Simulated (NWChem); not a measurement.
The numbers come from NWChem runs, not from measurements. System: 1,1,1-trifluoroethane (C2H3F3), charge 0, spin multiplicity 1, at a geometry optimised with B3LYP/def2-SVP. Level: MP2/def2-TZVP, 5 core orbitals frozen.

Input file:

```
start mol
memory heap 200 mb stack 900 mb global 1100 mb
geometry units angstroms nocenter noautoz
  C     -0.120032     1.470289     0.000000
  C      0.002483    -0.030459     0.000000
  F      0.666295    -0.472994     1.083574
  F      0.666295    -0.472994    -1.083574
  F     -1.204278    -0.625718     0.000000
  H     -0.665876     1.793347     0.896771
  H     -0.665876     1.793347    -0.896771
  H      0.882239     1.919688     0.000000
  symmetry group Cs
end
basis spherical
  * library def2-tzvp
end
scf
  rhf
  nopen 0
  maxiter 100
  thresh 1e-7
  semidirect memsize 60000000 filesize 0
end
mp2
  freeze core 5
end
task mp2 energy
```

Part of the output:

```
             Northwest Computational Chemistry Package (NWChem) 7.3.0
             --------------------------------------------------------

                                NWChem Input Module
                                -------------------

 Scaling coordinates for geometry "geometry" by  1.889725989
 (inverse scale =  0.529177249)

 Turning off AUTOSYM since
 SYMMETRY directive was detected!

                             Geometry "geometry" -> ""
                             -------------------------

 Output coordinates in angstroms (scale by  1.889725989 to convert to a.u.)

  No.       Tag          Charge          X              Y              Z
 ---- ---------------- ---------- -------------- -------------- --------------
    1 C                    6.0000    -0.12003200     1.47028900     0.00000000
    2 C                    6.0000     0.00248300    -0.03045900     0.00000000
    3 F                    9.0000     0.66629500    -0.47299400     1.08357400
    4 F                    9.0000     0.66629500    -0.47299400    -1.08357400
    5 F                    9.0000    -1.20427800    -0.62571800     0.00000000
    6 H                    1.0000    -0.66587600     1.79334700     0.89677100
    7 H                    1.0000    -0.66587600     1.79334700    -0.89677100
    8 H                    1.0000     0.88223900     1.91968800     0.00000000

 Effective nuclear repulsion energy (a.u.)     201.2176821004

            Nuclear Dipole moment (a.u.)
            ----------------------------
        X                 Y               Z
 ---------------- ---------------- ----------------
     0.0000018897     0.0000151178     0.0000000000

      Symmetry information
      --------------------

 Group name             Cs
 Group number              2
 Group order               2
 No. of unique centers     6

      Symmetry unique atoms

     1    2    3    5    6    8


 Summary of "ao basis" -> "" (spherical)
 ------------------------------------------------------------------------------
       Tag                 Description            Shells   Functions and Types
 ---------------- ------------------------------  ------  ---------------------
 *                         def2-tzvp                  on all atoms

 Summary of "ao basis" -> "ao basis" (spherical)
 ------------------------------------------------------------------------------
       Tag                 Description            Shells   Functions and Types
 ---------------- ------------------------------  ------  ---------------------
 C                         def2-tzvp                11       31   5s3p2d1f
 F                         def2-tzvp                11       31   5s3p2d1f
 H                         def2-tzvp                 4        6   3s1p

                                 NWChem SCF Module
                                 -----------------

  ao basis        = "ao basis"
  functions       =   173
  atoms           =     8
  closed shells   =    21
  open shells     =     0
  charge          =   0.00
  wavefunction    = RHF
  use symmetry    = T
  symmetry adapt  = T

 Summary of "ao basis" -> "ao basis" (spherical)
 ------------------------------------------------------------------------------
       Tag                 Description            Shells   Functions and Types
 ---------------- ------------------------------  ------  ---------------------
 C                         def2-tzvp                11       31   5s3p2d1f
 F                         def2-tzvp                11       31   5s3p2d1f
[...]
   170      3.091213  8 H  s                 12     -1.920448  1 C  px
   158     -1.545601  6 H  s                164     -1.545601  7 H  s
   169     -0.448704  8 H  s                 43      0.333062  2 C  px
   157      0.224359  6 H  s                163      0.224359  7 H  s
     6     -0.199057  1 C  px                13     -0.156804  1 C  py

 center of mass
 --------------
 x =   0.01291260 y =  -0.15817247 z =   0.00000000

 moments of inertia (a.u.)
 ------------------
         349.012279256025           1.533922998361           0.000000000000
           1.533922998361         330.334915323223           0.000000000000
           0.000000000000           0.000000000000         349.136132528696

  Mulliken analysis of the total density
  --------------------------------------

    Atom       Charge   Shell Charges
 -----------   ------   -------------------------------------------------------
    1 C    6     6.31   0.85  1.12  0.47  0.69  0.06  1.27  1.41  0.37  0.02  0.04  0.00
    2 C    6     5.33   0.85  1.13  0.51  0.50 -0.00  1.06  0.87  0.04  0.08  0.26  0.04
    3 F    9     9.25   0.77  1.20  0.60  1.01  0.33  2.24  2.28  0.80  0.00  0.02  0.00
    4 F    9     9.25   0.77  1.20  0.60  1.01  0.33  2.24  2.28  0.80  0.00  0.02  0.00
    5 F    9     9.25   0.77  1.20  0.60  1.01  0.33  2.24  2.28  0.80  0.00  0.02  0.00
    6 H    1     0.87   0.26  0.49  0.10  0.02
    7 H    1     0.87   0.26  0.49  0.10  0.02
    8 H    1     0.87   0.26  0.49  0.10  0.02

       Multipole analysis of the density wrt the origin
       ------------------------------------------------

     L   x y z        total         open         nuclear
     -   - - -        -----         ----         -------
     0   0 0 0     -0.000000      0.000000     42.000000

     1   1 0 0     -0.080814      0.000000      0.000002
     1   0 1 0      0.989794      0.000000      0.000015
     1   0 0 1     -0.000000      0.000000      0.000000

     2   2 0 0    -21.228474      0.000000     81.403348
     2   1 1 0     -0.198682      0.000000     -2.303093
     2   1 0 1     -0.000000      0.000000      0.000000
     2   0 2 0    -18.811453      0.000000    109.432341
     2   0 1 1      0.000000      0.000000      0.000000
     2   0 0 2    -21.244748      0.000000     81.215942

                   NWChem MP2 Semi-direct Energy/Gradient Module
                   ---------------------------------------------

  Basis functions       =    173
  Molecular orbitals    =    173
  Frozen core           =      5
  Frozen virtuals       =      0
  Active alpha occupied =     16
  Active beta occupied  =     16
  Active alpha virtual  =    152
  Active beta virtual   =    152
  Use MO symmetry       = T
  Use skeleton AO sym   = T

  AO/Fock/Back tols     =   1.0D-09  1.0D-09  1.0D-09

 GA uses MA = F    GA memory limited = T

 Available:
  local mem=  1.26D+08
 global mem=  1.44D+08
 local disk=  0.00D+00
  mp2_memr nvloc                   152
  nvloc new                   152
   1 passes of  16:        5242880                     182606                 121842335.
   1 passes of  16: M    126150825           G      144119342           F     120907945.
  mp2_memr nvloc                   152
  nvloc new                   152
   2 passes of   8:        5242880                     121830                  60946758.
   2 passes of   8: M    126150825           G      144119342           F     120907945.

 Semi-direct pass number   1 of   2  for RHF alpha+beta  at       14.5s
  vrange nnbf                 14729
  mp2_eaftype                   232  avail_ma_in_mb                  1099
 EAF : mp2_eaftype filesize         232   30473379.
  mp2_eaf for mointskh                    232
Node 0 wrote    143.3 Mb in      0.0 s     Agg I/O rate:  4782.5 Mb/s
 Done moints_semi at       23.3s
  mp2_eaftype                   232  avail_ma_in_mb                   867
 EAF : mp2_eaftype filesize         232   30473379.
  mp2_eaf for kh                   232
 Done maket at       23.6s
 Semi-direct pass number   2 of   2  for RHF alpha+beta  at       23.6s
  vrange nnbf                 14729
  mp2_eaftype                   232  avail_ma_in_mb                   867
 EAF : mp2_eaftype filesize         232   30473379.
  mp2_eaf for mointskh                    232
Node 0 wrote    143.3 Mb in      0.0 s     Agg I/O rate:  5787.0 Mb/s
 Done moints_semi at       32.1s
  mp2_eaftype                   232  avail_ma_in_mb                   867
 EAF : mp2_eaftype filesize         232   30473379.
  mp2_eaf for kh                   232
 Done maket at       32.5s
 Done multipass loop at       32.5s

          -------------------------------------------
          SCF energy                -375.984885192308
          Correlation energy          -1.071363506772
          Singlet pairs               -0.658436709679
          Triplet pairs               -0.412926797094
          Total MP2 energy          -377.056248699081
          -------------------------------------------

          ---------------------------------------------------
                    Spin Component Scaled (SCS) MP2
          Same spin pairs                     -0.275284531396
          Same spin scaling factor             0.333333333333
          Opposite spin pairs                 -0.796078975376
          Opposite spin scaling fact.          1.200000000000
          SCS-MP2 correlation energy          -1.047056280917
          Total SCS-MP2 energy              -377.031941473226
          ---------------------------------------------------

 -----------------------
 Performance information
 -----------------------

 Timer overhead =  1.51D-07 seconds/call

               Nr. of calls         CPU time (s)                 Wall time (s)                GFlops
             ---------------    -------------------     ------------------------------   -------------------
Name         Min   Avg   Max    Min     Avg     Max     Min     Avg     Max   Mx/calls   Min     Max     Sum
mp2: moin     2     2     2    17.     17.     17.      17.     17.     17.     8.7      0.0     0.0     0.0
mp2: make     2     2     2   0.64    0.64    0.64     0.64    0.64    0.64    0.32      0.0     0.0     0.0
mp2: tota     1     1     1    18.     18.     18.      18.     18.     18.     18.      0.0     0.0     0.0

 The average no. of pstat calls per process was 5.00D+00
 with a timing overhead of 7.57D-07s

 Task  times  cpu:       32.4s     wall:       32.4s

 Total times  cpu:       32.5s     wall:       32.5s
```
